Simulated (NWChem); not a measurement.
The numbers come from NWChem runs, not from measurements. System: C$_{2}$HF$_{2}$, charge 0, spin multiplicity 2, at a geometry optimised with UPBE0/def2-SVP. The structure started from a generated list of species. Its SCF solution wasn't tested for a lower state. Level: ROCCSD(T)/cc-pVDZ, 4 core orbitals frozen.

The NWChem input:

```
start mol
memory heap 100 mb stack 700 mb global 1900 mb
geometry units angstroms nocenter noautoz
  C      0.588024    -1.299440     0.000000
  C      0.066048    -0.096189     0.000000
  F      0.755692     1.018223     0.000000
  F     -1.222798     0.171938     0.000000
  H      0.279529    -2.337679     0.000000
  symmetry group Cs
end
basis spherical
  * library cc-pvdz
end
scf
  rohf
  nopen 1
  maxiter 100
  thresh 1e-7
  semidirect memsize 60000000 filesize 0
  # guess.movecs holds the orbitals of an unrestricted PBE0 run
  vectors input guess.movecs swap 15 16 output mol.movecs
end
tce
  freeze core 4
  ccsd(t)
  2eorb
  2emet 13
  thresh 1e-6
  maxiter 100
  tilesize 24
end
task tce energy
```

Output (cleaned and shortened):

```
             Northwest Computational Chemistry Package (NWChem) 7.3.0
             --------------------------------------------------------

                                NWChem Input Module
                                -------------------

 Scaling coordinates for geometry "geometry" by  1.889725989
 (inverse scale =  0.529177249)

 Turning off AUTOSYM since
 SYMMETRY directive was detected!

                             Geometry "geometry" -> ""
                             -------------------------

 Output coordinates in angstroms (scale by  1.889725989 to convert to a.u.)

  No.       Tag          Charge          X              Y              Z
 ---- ---------------- ---------- -------------- -------------- --------------
    1 C                    6.0000     0.58802400    -1.29944000     0.00000000
    2 C                    6.0000     0.06604800    -0.09618900     0.00000000
    3 F                    9.0000     0.75569200     1.01822300     0.00000000
    4 F                    9.0000    -1.22279800     0.17193800     0.00000000
    5 H                    1.0000     0.27952900    -2.33767900     0.00000000

 Effective nuclear repulsion energy (a.u.)     109.8740808070

            Nuclear Dipole moment (a.u.)
            ----------------------------
        X                 Y               Z
 ---------------- ---------------- ----------------
     0.0000132281    -0.0000075589     0.0000000000

      Symmetry information
      --------------------

 Group name             Cs
 Group number              2
 Group order               2
 No. of unique centers     5

      Symmetry unique atoms

     1    2    3    4    5


 Summary of "ao basis" -> "" (spherical)
 ------------------------------------------------------------------------------
       Tag                 Description            Shells   Functions and Types
 ---------------- ------------------------------  ------  ---------------------
 *                          cc-pvdz                   on all atoms

 Summary of "ao basis" -> "ao basis" (spherical)
 ------------------------------------------------------------------------------
       Tag                 Description            Shells   Functions and Types
 ---------------- ------------------------------  ------  ---------------------
 C                          cc-pvdz                  6       14   3s2p1d
 F                          cc-pvdz                  6       14   3s2p1d
 H                          cc-pvdz                  3        5   2s1p

                                 NWChem SCF Module
                                 -----------------

  ao basis        = "ao basis"
  functions       =    61
  atoms           =     5
  closed shells   =    15
  open shells     =     1
  charge          =   0.00
  wavefunction    = ROHF
  use symmetry    = T
  symmetry adapt  = T

 Summary of "ao basis" -> "ao basis" (spherical)
 ------------------------------------------------------------------------------
       Tag                 Description            Shells   Functions and Types
 ---------------- ------------------------------  ------  ---------------------
 C                          cc-pvdz                  6       14   3s2p1d
 F                          cc-pvdz                  6       14   3s2p1d
 H                          cc-pvdz                  3        5   2s1p

      Symmetry analysis of basis
      --------------------------

        a'         44
        a"         17

 Forming initial guess at       0.0s
[...]
    4 F    9     0.01  -0.00  0.00 -0.00  0.01 -0.00  0.00
    5 H    1     0.02   0.01 -0.00  0.00

       Multipole analysis of the density wrt the origin
       ------------------------------------------------

     L   x y z        total         open         nuclear
     -   - - -        -----         ----         -------
     0   0 0 0     -0.000000     -1.000000     31.000000

     1   1 0 0      0.001058     -1.572105      0.000013
     1   0 1 0     -0.558641      2.325221     -0.000008
     1   0 0 1      0.000000      0.000000      0.000000

     2   2 0 0    -17.193284     -4.464738     74.191332
     2   1 1 0     -0.094060      3.775632     -0.868559
     2   1 0 1      0.000000     -0.000000      0.000000
     2   0 2 0    -13.906013     -6.528864     90.164338
     2   0 1 1     -0.000000     -0.000000      0.000000
     2   0 0 2    -16.048297     -0.738826      0.000000

                   NWChem Extensible Many-Electron Theory Module
                   ---------------------------------------------


            General Information
            -------------------
      Number of processors :     1
         Wavefunction type : Restricted open-shell Hartree-Fock
          No. of electrons :    31
           Alpha electrons :    16
            Beta electrons :    15
           No. of orbitals :   122
            Alpha orbitals :    61
             Beta orbitals :    61
        Alpha frozen cores :     4
         Beta frozen cores :     4
     Alpha frozen virtuals :     0
      Beta frozen virtuals :     0
         Spin multiplicity : doublet
    Number of AO functions :    61
       Number of AO shells :    27
        Use of symmetry is : on
      Symmetry adaption is : on
         Schwarz screening : 0.10D-09

          Correlation Information
          -----------------------
          Calculation type : Coupled-cluster singles & doubles w/ perturbation
   Perturbative correction : (T)
            Max iterations :      100
        Residual threshold : 0.10D-05
     T(0) DIIS level shift : 0.00D+00
     L(0) DIIS level shift : 0.00D+00
     T(1) DIIS level shift : 0.00D+00
     L(1) DIIS level shift : 0.00D+00
     T(R) DIIS level shift : 0.00D+00
     T(I) DIIS level shift : 0.00D+00
   CC-T/L Amplitude update :  5-th order DIIS
                I/O scheme : Global Array Library
        L-threshold :  0.10D-05
        EOM-threshold :  0.10D-05
 no EOMCCSD initial starts read in
 TCE RESTART OPTIONS
 SLICE:      F
 D4D5:       F
 quantumc:   F
 qrotation:  F
 pwtce:      F
 qducc:      F
 nacto:                         0
 nrotv:                         0
 nrot:                          0

            Memory Information
            ------------------
          Available GA space size is     249029358 doubles
          Available MA space size is     104854276 doubles

 Maximum block size supplied by input
 Maximum block size        24 doubles

 tile_dim =     16

 -------------------------------------------------
   1    alpha     a'     8 doubles       0       1
   2    alpha     a'     1 doubles       8       2
   3    alpha     a"     3 doubles       9       3
   4    beta      a'     8 doubles      12       4
   5    beta      a"     3 doubles      20       5
   6    alpha     a'    15 doubles      23       6
   7    alpha     a'    16 doubles      38       7
   8    alpha     a"    14 doubles      54       8
   9    beta      a'     1 doubles      68       9
  10    beta      a'    15 doubles      69      10
  11    beta      a'    16 doubles      84      11
  12    beta      a"    14 doubles     100      12

 Global array virtual files algorithm will be used

 Parallel file system coherency ......... OK

 4-electron integrals stored in orbital form

 v2    file size   =          1283089
 4-index algorithm nr.  13 is used
 imaxsize =       30
 imaxsize ichop =        0


CCSD iterations
 ---------------------------------------------------------
 Iter          Residuum       Correlation     Cpu    Wall
 ---------------------------------------------------------
    1   0.1945877544128  -0.6054133807640     0.2     0.2
    2   0.0502497442385  -0.6121346349942     0.2     0.2
    3   0.0205354321029  -0.6213284151140     0.2     0.2
    4   0.0109258338251  -0.6230053877786     0.2     0.2
    5   0.0088397135851  -0.6238875351065     0.2     0.2
    6   0.0031738367968  -0.6246117285782     0.2     0.2
    7   0.0018522487272  -0.6245745551013     0.2     0.2
    8   0.0012720730915  -0.6245553308602     0.2     0.2
    9   0.0009452055694  -0.6246036288890     0.2     0.2
   10   0.0008023855155  -0.6246092169293     0.2     0.2
   11   0.0002626250522  -0.6246739580496     0.2     0.2
   12   0.0001565014657  -0.6246560513498     0.2     0.2
   13   0.0001033889810  -0.6246544316746     0.2     0.2
   14   0.0000889973078  -0.6246549639976     0.2     0.2
   15   0.0000744990783  -0.6246526131186     0.2     0.2
   16   0.0000201025610  -0.6246532715152     0.2     0.2
   17   0.0000128275471  -0.6246523964286     0.2     0.2
   18   0.0000094845929  -0.6246528434833     0.2     0.2
   19   0.0000074920221  -0.6246529964178     0.2     0.2
   20   0.0000064322090  -0.6246531781564     0.2     0.2
   21   0.0000019979023  -0.6246536318628     0.2     0.2
   22   0.0000012458337  -0.6246534776539     0.2     0.2
   23   0.0000009293889  -0.6246534494543     0.2     0.2
 -----------------------------------------------------------------
 Iterations converged
 CCSD correlation energy / hartree =        -0.624653449454319
 CCSD total energy / hartree       =      -275.722294734021148

 Singles contributions

 Doubles contributions
    17a"  (alpha)    17a"  (beta ) ---    15a"  (alpha)    15a"  (beta )       -0.1202172740
 CCSD(T)
 Using plain CCSD(T) code
             total no. of tasks          373
 total no. of tasks / no. procs          373
                         wl_min           72           2.0
                         wl_max      2097152          11.3
        thresh for no. of tasks          373

 CCSD[T]  correction energy / hartree =        -0.017575354291318
 CCSD[T] correlation energy / hartree =        -0.642228803745637
 CCSD[T] total energy / hartree       =      -275.739870088312443
 CCSD(T)  correction energy / hartree =        -0.016131745307021
 CCSD(T) correlation energy / hartree =        -0.640785194761340
 CCSD(T) total energy / hartree       =      -275.738426479328155

 Task  times  cpu:       11.8s     wall:       11.8s

 Total times  cpu:       11.8s     wall:       11.8s
```
